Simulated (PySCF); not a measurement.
Isomers C7H12N2:

A. SMILES CCc1cc(C)nn1C
B. SMILES C=C/C(C)=N/N=C\CC
C. `Cc1ccnn1C(C)C`

Spectrum 1. ¹H NMR (300 MHz, computed): δ 6.76 (m, 1H), 6.32 (t, 1H), 5.54 (m, 1H), 5.50 (m, 1H), 1.94 (m, 2H), 1.77 (s, 3H), 1.09 (t, 3H). ¹³C{¹H} NMR (computed): δ 147.5 (CH), 134.7 (C), 131.9 (CH), 119.9 (CH2), 25.3 (CH2), 13.7 (CH3), 11.4 (CH3).

Spectrum 2. ¹H NMR (300 MHz, computed): δ 7.52 (m, 1H), 6.04 (m, 1H), 4.12 (sept, 1H), 2.36 (s, 3H), 1.52 (d, 6H). ¹³C{¹H} NMR (computed): δ 142.0 (CH), 139.0 (C), 110.0 (CH), 51.3 (CH), 25.4 (CH3), 13.1 (CH3).

Spectrum 3. ¹H NMR (300 MHz, computed): δ 5.89 (s, 1H), 3.87 (s, 3H), 2.64 (q, 2H), 2.33 (s, 3H), 1.14 (t, 3H). ¹³C{¹H} NMR (computed): δ 150.0 (C), 147.6 (C), 110.6 (CH), 37.4 (CH3), 23.3 (CH2), 18.4 (CH3), 15.7 (CH3).

Method: GIAO PBE0/pcSseg-1 shieldings, coordinates at the GFN2-xTB level, in PySCF (one averaged value for each set of equivalent atoms, isolated molecule, non-relativistic Hamiltonian, a single conformation).

References, each an isolated molecule treated in the same way: ¹H (σ = 31.72 ppm), ¹³C (σ = 186.93 ppm) against TMS. Where no couplings were computed, multiplicities follow the n + 1 count of equivalent neighbours, and m marks all less simple cases (inequivalent or close neighbours, rings, F or P nearby). Shifts are as computed. Against solution values, carbons near 30 ppm lie about +3 ppm off and those near 130 ppm about +5 ppm. Of 1211 compounds with measured shifts, 218 miss one by over three times the rms of a fit or turn the order of signals round; such compounds aren't used in these exercises.

Q: Match each spectrum to its structure.

A: 1–B, 2–C, 3–A.

- Spectrum 1 (B): 7 ¹³C signals; δC 147.5 is an alkene CH; δC 119.9 is a terminal =CH2 carbon.
- Spectrum 2 (C): 6 ¹³C signals; δC 142.0 is an aromatic CH next to a ring nitrogen; δC 51.3 is an sp3 CH bonded to N.
- Spectrum 3 (A): 7 ¹³C signals; δC 37.4 is a methyl carbon bonded to N; δC 23.3 is an sp3 CH2 on an aromatic ring.
